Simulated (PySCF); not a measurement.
Isomers of C7H14SSi, mass 158.059 u with the commonest isotopes. Computed with PBE0/pcSseg-1 in PySCF (dipole) on a GFN2-xTB geometry, gas phase. One conformer each, none proved a minimum here; rigid rotors.

Question: Order these by radius of gyration √(Σ m r²/M), largest first.
A. `[CH3:1][CH2:2][C@@H:3]1[CH2:4][C@:5]12[CH2:6][C@@H:7]2[S:8][SiH3:9]` with C1–C2–C3–C4 160°, C6–C7–S8–Si9 -158°
B. `[CH3:1][CH2:2][C@@H:3]1[CH2:4][C@:5]1([SiH3:6])[C:7]([CH3:8])=[S:9]` with C1–C2–C3–C4 153°, C4–C5–C7–C8 7°
C. `[CH2:1]=[CH:2][Si@@H:3]1[CH2:4][C@@H:5]1[S:6][CH:7]([CH3:8])[CH3:9]` with C1–C2–Si3–C4 -148°, C4–C5–S6–C7 87°, C5–S6–C7–C8 68°

Answer: C (2.553 Å), A (2.368 Å), B (2.175 Å).

Question: Order these by rotational constant B, smallest first.
A. `[CH3:1][CH2:2][C@@H:3]1[CH2:4][C@:5]1([SiH3:6])[C:7]([CH3:8])=[S:9]` with C1–C2–C3–C4 153°, C4–C5–C7–C8 7°
B. `[SiH3:1][S:2][C@@:3]12[CH2:4][CH2:5][CH2:6][CH2:7][C@@H:8]1[CH2:9]2` with Si1–S2–C3–C4 -80°, S2–C3–C4–C5 163°, C3–C4–C5–C6 -50°, C4–C5–C6–C7 68°, C5–C6–C7–C8 -50°
C. `[CH3:1][CH2:2][C@@H:3]1[CH2:4][C@:5]12[CH2:6][C@@H:7]2[S:8][SiH3:9]` with C1–C2–C3–C4 160°, C6–C7–S8–Si9 -158°
D. `[CH2:1]=[CH:2][Si@@H:3]1[CH2:4][C@@H:5]1[S:6][CH:7]([CH3:8])[CH3:9]` with C1–C2–Si3–C4 -148°, C4–C5–S6–C7 87°, C5–S6–C7–C8 68°

Answer: D (557.6 MHz), C (709.8 MHz), B (848.4 MHz), A (1017 MHz).

Question: Order these by rotational constant C, smallest first.
A. `[CH3:1][CH2:2][C@@H:3]1[CH2:4][C@:5]12[CH2:6][C@@H:7]2[S:8][SiH3:9]` with C1–C2–C3–C4 160°, C6–C7–S8–Si9 -158°
B. `[CH2:1]=[CH:2][Si@@H:3]1[CH2:4][C@@H:5]1[S:6][CH:7]([CH3:8])[CH3:9]` with C1–C2–Si3–C4 -148°, C4–C5–S6–C7 87°, C5–S6–C7–C8 68°
C. `[SiH3:1][S:2][C@@:3]12[CH2:4][CH2:5][CH2:6][CH2:7][C@@H:8]1[CH2:9]2` with Si1–S2–C3–C4 -80°, S2–C3–C4–C5 163°, C3–C4–C5–C6 -50°, C4–C5–C6–C7 68°, C5–C6–C7–C8 -50°
D. `[CH3:1][CH2:2][C@@H:3]1[CH2:4][C@:5]1([SiH3:6])[C:7]([CH3:8])=[S:9]` with C1–C2–C3–C4 153°, C4–C5–C7–C8 7°

Answer: B (526.7 MHz), A (672.5 MHz), C (786.1 MHz), D (858.2 MHz).

| SMILES | point group | Ia (u·Å²) | Ib (u·Å²) | Ic (u·Å²) | κ | μa (D) | μb (D) | μc (D) |
| --- | --- | --- | --- | --- | --- | --- | --- | --- |
| CC[C@@H]1C[C@]1([SiH3])C(C)=S | C1 | 409.31 | 496.72 | 588.86 | -0.15 | 2.41 | 0.37 | 1.95 |
| CC[C@@H]1C[C@]12C[C@@H]2S[SiH3] | C1 | 308.76 | 711.99 | 751.49 | -0.92 | 0.68 | 0.62 | 1.34 |
| [SiH3]S[C@@]12CCCC[C@@H]1C2 | C1 | 275.64 | 595.65 | 642.91 | -0.88 | 1.52 | 1.22 | 0.40 |
| C=C[Si@@H]1C[C@@H]1SC(C)C | C1 | 193.96 | 906.38 | 959.47 | -0.97 | 0.05 | 1.06 | 0.07 |
